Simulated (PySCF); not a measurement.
TlC from Hartree–Fock to correlated methods

State: ⁴Σ⁻ (quartet), unpaired electrons σ ↑, π ↑↑. Set-up: Tl aug-cc-pVDZ-PP with ECP60, C aug-cc-pVDZ; scalar-relativistic core potentials (PySCF 2.14). De refers to Tl + C in their high-spin ground configurations, without counterpoise correction. The functionals are run spin-unrestricted. A positive dipole means Tl(−)C(+).

| Level | Re (Å) | ωe (cm⁻¹) | De (eV) | μ (D) |
| --- | --- | --- | --- | --- |
| UHF | 2.348 | 418 | 1.70 | -3.90 |
| UHF-MP2 | 2.315 | 429 | 2.53 | n/a |
| UHF-SCS-MP2 | 2.322 | 425 | 2.24 | n/a |
| UHF-CCSD | 2.325 | 417 | 2.38 | n/a |
| UHF-CCSD(T) | 2.324 | 416 | 2.47 | n/a |
| PBE | 2.317 | 397 | 2.97 | -3.24 |
| PBEsol | 2.284 | 416 | 3.19 | -3.05 |
| PW91 | 2.315 | 398 | 3.00 | -3.25 |
| r²SCAN | 2.302 | 418 | 2.86 | -3.28 |
| B3LYP | 2.327 | 400 | 2.55 | -3.49 |
| PBE0 | 2.300 | 418 | 2.74 | -3.45 |
| CAM-B3LYP | 2.300 | 421 | 2.50 | -3.55 |

(1) Which functional lies closest to UHF-CCSD(T) in De, which farthest, and by how much do they differ from it?

(2) What does second-order correlation do here, going from UHF to UHF-MP2?

(3) What does all correlation do here, going from UHF to UHF-CCSD(T)?

Correlated steps freeze 5 core orbitals. Correlated levels converge slowly with the basis: in double zeta they bind strong bonds too weakly, by up to about 1 eV, and carry superposition errors of some tenths. These are scalar-relativistic numbers at best; spin–orbit coupling would shift them, the dissociation energy most. The state is the lowest determinant that a PBE0 search found; another state may lie lower at other levels.

## Answers

(1) Closest is CAM-B3LYP (-2.4 pm in Re, +1.2 % in ωe, +0.03 eV in De against UHF-CCSD(T) in the same basis), farthest PBEsol (-4.0 pm in Re, +0.0 % in ωe, +0.72 eV in De). CCSD(T) converges more slowly with the basis than the functionals do and binds too weakly in this one, so the order can change at the basis-set limit.

(2) UHF-MP2 less UHF: -3.3 pm in Re, +2.6 % in ωe, +0.83 eV in De. Correlation nearly always deepens the well. The bond shortens, as in weak, metallic or heavy-atom bonds, where dispersion and the correlation of outer-core electrons pull the atoms together.

(3) UHF-CCSD(T) less UHF: -2.4 pm in Re, -0.5 % in ωe, +0.77 eV in De. Correlation nearly always deepens the well. The bond shortens, as in weak, metallic or heavy-atom bonds, where dispersion and the correlation of outer-core electrons pull the atoms together.
